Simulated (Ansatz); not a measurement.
Ansatz (an electronic-structure program) input (HF/3-21G): The .json file is the Basis Set Exchange's 3-21G.

Ansatz 0.2 input:
```yaml
crystal:
  periodic: [false, false, false]
  atoms:
    - {symbol: Si, position_ang: [1.43270416, -0.00154940, -0.04382703]}
    - {symbol: Si, position_ang: [-1.12007356, 0.00121131, 0.03426353]}
    - {symbol: H, position_ang: [-1.46661392, 1.40551674, -0.25577209]}
    - {symbol: H, position_ang: [-1.41765016, -0.44015480, 1.41010101]}
    - {symbol: H, position_ang: [-1.49256431, -0.96062861, -1.02043987]}
basis:
  gaussian:
    orbitals: 3-21G.json
hamiltonian:
  xc: {name: HF}
total_charge: 1
phonons: {temperatures: {t_min: 298.15, t_max: 298.15, t_step: 100}}
```

Problem. Which harmonic wavenumbers does it give?

Solution. 291, 445, 445, 860, 954, 954, 2318, 2353, 2353 cm⁻¹ (unscaled; negative means imaginary).
